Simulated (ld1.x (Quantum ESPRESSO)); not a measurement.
Pseudopotential generation for Hf (Z = 72): TM, PBEsol, fully relativistic.

```
Element                 : hafnium (Hf)
Generator               : ld1.x (Quantum ESPRESSO) 7.5
Type                    : norm-conserving Troullier–Martins (Kleinman–Bylander form)
Functional              : PBEsol
Relativity              : fully relativistic
Frozen core             : [Kr] 4d10 4f14
Valence charge          : 12
Reference configuration : 5s2 5p6 5d3 6s1 6p0
Partial waves           : 5s (bound): rc 1.25 bohr; 5p (bound): rc 1.80 bohr; 5d (bound): rc 3.00 bohr
Local potential         : all-electron potential smoothed inside 1.60 bohr (lloc = -1)
Core correction         : none
```

Open shells are filled in proportion to 2j + 1 (rel_dist='average').

Occupied shells without a wave of their own: 6s. They enter only through the test configuration that unscreens the potential.

All-electron outer shells of the reference configuration (PBEsol, scalar-relativistic, ld1.x):

```csv
shell,level (eV),outermost node (bohr),outermost maximum (bohr)
4d,-205.14,0.23,0.47
5s,-65.64,0.55,1.01
5p,-34.30,0.60,1.16
4f,-15.48,–,0.45
6s,-4.76,1.37,2.96
5d,-2.00,0.67,1.73
6p,-1.25,1.67,4.20
```

**Question.** Does the generator finish with these settings?

**Answer.** Yes, a potential is produced.

**Question.** What does a ghost test show?

**Answer.** No extra level below or beside the all-electron valence levels (s, p1/2, p3/2, d3/2, d5/2, f tested).

**Question.** Tests: 5s2 5p6 5d2 6s2 6p0; 5s2 5p6 5d2 6s1 6p0; 5s2 5p6 5d2 6s0 6p0; 5s2 5p6 5d1 6s2 6p0; 5s2 5p6 5d3 6s0 6p0; 5s2 5p6 5d1 6s0 6p0; 5s1 5p6 5d2 6s2 6p0. Which has the largest error in its energy relative to the reference configuration, and how large is it?

**Answer.** 5s1 5p6 5d2 6s2 6p0, with -343 meV (all-electron minus pseudo) on +70.44 eV.
